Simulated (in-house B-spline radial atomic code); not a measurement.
Tm XXII (Tm21+): [Ar] (3d3/2)4 (3d5/2)5 4s2 4p6 4d10 4f3 (with a hole in an inner shell)

Computed with a radial B-spline atomic code at the basis-set limit: Dirac-Hartree-Fock, average of the jj configuration, Fermi nucleus of rms radius 5.2256 fm.

Z_r = [3n² - l(l+1)]/(2<r>); Z_e = n√(-2ε); the last column is Slater's effective charge. Values are occupation-weighted means over j. An effective charge above Z reflects the relativistic contraction of the inner shells.

| shell | electrons | ε (eV) | <r> (bohr) | Z_r | Z_e | Slater |
| --- | --- | --- | --- | --- | --- | --- |
| 1s | 2 | -60411 | 0.02001 | 74.96 | 66.63 | 68.70 |
| 2s | 2 | -10870 | 0.08421 | 71.25 | 56.53 | 64.85 |
| 2p | 6 | -9714 | 0.07503 | 66.64 | 53.44 | 64.85 |
| 3s | 2 | -2989.4 | 0.2187 | 61.74 | 44.47 | 57.75 |
| 3p | 6 | -2627.4 | 0.2176 | 57.46 | 41.69 | 57.75 |
| 3d | 9 | -2169.4 | 0.1982 | 52.96 | 37.88 | 48.20 |
| 4s | 2 | -1064.8 | 0.4761 | 50.41 | 35.39 | 42.10 |
| 4p | 6 | -935.88 | 0.4954 | 46.43 | 33.17 | 42.10 |
| 4d | 10 | -756.35 | 0.5122 | 41.00 | 29.82 | 30.85 |
| 4f | 3 | -573.61 | 0.5105 | 35.26 | 25.97 | 23.30 |

The least bound orbital is 4f7/2 at -572.2 eV, while the most diffuse is 4d5/2 (<r> = 0.515 bohr against 0.5124 bohr): energy order and size order differ. The part-filled 3d shell lies below the filled 4d shell in orbital energy.

For the 1s electron the small component carries 6.69 % of the norm, the zero-frequency Breit interaction raises the level by 193.2 eV, self-energy by 118 eV, and vacuum polarisation lowers it by 20.72 eV.
